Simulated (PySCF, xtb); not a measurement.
C3H3F4, SMILES FC(F)C[C](F)F (connectivity only; charge and spin as stated), charge +1, multiplicity 1. One conformer was computed; it need not be the lowest.

Harmonic wavenumbers (cm⁻¹) from GFN2-xTB (xtb 6.7.1) at its own minimum, in rising order: 28, 61, 136, 311, 368, 421, 515, 545, 620, 787, 910, 943, 1043, 1128, 1132, 1163, 1191, 1244, 1329, 1400, 1473, 2875, 2889, 2948.

Question: What does PBE0-D3(BJ)/def2-SVP run with PySCF 2.14.0 give at its own minimum? (The exact figures need the calculation; the answer reports its results.)

Answer: 33, 66, 141, 337, 411, 462, 586, 627, 724, 878, 976, 984, 1114, 1194, 1232, 1265, 1332, 1417, 1431, 1582, 1625, 3091, 3127, 3189. Paired by order, the mean absolute difference is 99 cm⁻¹ and the zero-point energies are 36.4 and 39.8 kcal/mol.
